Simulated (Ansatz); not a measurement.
Molecule: TeCl2 (charge +1, doublet). 
Geometry from a B3LYP-D3(BJ)/def2-TZVP (Ansatz, an electronic-structure program) optimisation:
```
Te
Cl 1 2.2683
Cl 1 2.2683 2 101.21
```
Charge +1, spin multiplicity 2.

Basis-set convergence of Hartree-Fock and CCSD correlation energies (hartree) with Ansatz. Correlated levels leave the core frozen unless marked. UHF or UKS for open shells. Spin-orbit coupling is left out. Frozen are the shells of the preceding noble gas and the d and f shells that filled before the atom's block. Past Kr the def2 sets carry scalar-relativistic core potentials.

```
basis        functions        E(HF)  E(corr, CCSD)
-----------  ---------  -----------  -------------
def2-SVPD           89  -1185.43122       -0.40546
def2-TZVPPD        161            …              …
```

Question: Fill in the missing entries.

Answer: 
- def2-TZVPPD, E(HF): -1185.76100
- def2-TZVPPD, E(corr, CCSD): -0.52657
